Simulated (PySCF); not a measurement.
Two-photon absorption: SMILES [SiH3]C(Cl)=C=CCl, C3H4Cl2Si

Geometry:
```json
{"atom": "Si1", "x (Å)": "-1.686", "y (Å)": "-0.551", "z (Å)": "0.105"}
{"atom": "C2", "x (Å)": "-0.232", "y (Å)": "0.566", "z (Å)": "0.494"}
{"atom": "Cl3", "x (Å)": "-0.533", "y (Å)": "1.819", "z (Å)": "1.671"}
{"atom": "C4", "x (Å)": "0.939", "y (Å)": "0.434", "z (Å)": "-0.052"}
{"atom": "C5", "x (Å)": "2.082", "y (Å)": "0.259", "z (Å)": "-0.642"}
{"atom": "Cl6", "x (Å)": "3.315", "y (Å)": "-0.769", "z (Å)": "-0.011"}
{"atom": "H7", "x (Å)": "-2.114", "y (Å)": "-1.227", "z (Å)": "1.354"}
{"atom": "H8", "x (Å)": "-1.249", "y (Å)": "-1.540", "z (Å)": "-0.909"}
{"atom": "H9", "x (Å)": "-2.798", "y (Å)": "0.281", "z (Å)": "-0.415"}
{"atom": "H10", "x (Å)": "2.348", "y (Å)": "0.749", "z (Å)": "-1.571"}
```

Method used: PySCF, TDDFT CAM-B3LYP/def2-TZVPD excited states, vertical, gas phase. Geometry: PBE0-D3(BJ)/def2-TZVP.

Problem. Give the one- and two-photon strengths of the lowest singlets.

Solution. δ for parallel linear polarisation; σ at the peak of a Lorentzian of half width 0.1 eV, single beam; Ω is circular over linear.
```
state  E (eV)      f  photon λ (nm)  δ (au)  σ (GM)     Ω                                main
   S1    4.84  0.000            512    <0.1    0.00     –                      HOMO→LUMO 0.93
   S2    5.20  0.000            477     0.4    0.00  1.47                  HOMO−1→LUMO+1 0.92
   S3    5.88  0.002            421     173    2.20  0.62  HOMO→LUMO+1 0.49, HOMO−1→LUMO 0.46
   S4    6.51  1.031            381    12.7    0.20  0.60  HOMO−1→LUMO 0.45, HOMO→LUMO+1 0.40
   S5    6.63  0.033            374    0.87    0.01  1.01                    HOMO−2→LUMO 0.80
   S6    6.66  0.067            372    27.1    0.44  0.82                  HOMO−2→LUMO+1 0.85
```

Among these, the strongest one-photon state is S4, the strongest two-photon state S3, with a dipole change of 0.2 D (relaxed, norm of the difference vector).
